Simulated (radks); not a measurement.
The numbers below are computed, except where a source is named.
The nuclear charge of the vanadium ion V2+ is varied continuously with 21 electrons held in [Ar] 3d3. Level of theory: scalar-relativistic Kohn-Sham, PBE, spin-unpolarised, spherical densities, finite nucleus; Fermi nuclear charge, rms radius 3.6002 fm (a radial shooting solver on a logarithmic mesh with Libxc functionals). By the Hellmann-Feynman theorem dE/dZ = E(electron-nucleus)/Z, the electronic potential at the nucleus (averaged over a nucleus of fixed radius). The scalar-relativistic energy here is not variational (the density holds large components alone), so the two differ by a part that grows with Z.

| Z | E (hartree) | E(electron-nucleus)/Z (hartree) | HOMO | e(HOMO) (eV) | <r> HOMO (bohr) |
|---|---|---|---|---|---|
| 22 | -853.29088 | -92.1072 | 3d | -8.025 | 1.731 |
| 22.25 | -876.50294 | -93.4792 | 3d | -10.853 | 1.594 |
| 22.5 | -900.05797 | -94.8467 | 3d | -14.030 | 1.485 |
| 22.75 | -923.95503 | -96.2109 | 3d | -17.526 | 1.396 |
| 23 | -948.19340 | -97.5726 | 3d | -21.317 | 1.321 |
| 23.25 | -972.77257 | -98.9324 | 3d | -25.384 | 1.257 |
| 23.5 | -997.69219 | -100.291 | 3d | -29.714 | 1.201 |
| 23.75 | -1022.95198 | -101.649 | 3d | -34.296 | 1.152 |
| 24 | -1048.55177 | -103.006 | 3d | -39.121 | 1.108 |

The central difference of E at Z = 23 is -97.635 hartree, to compare with the third column; the second derivative is -5.45 hartree.
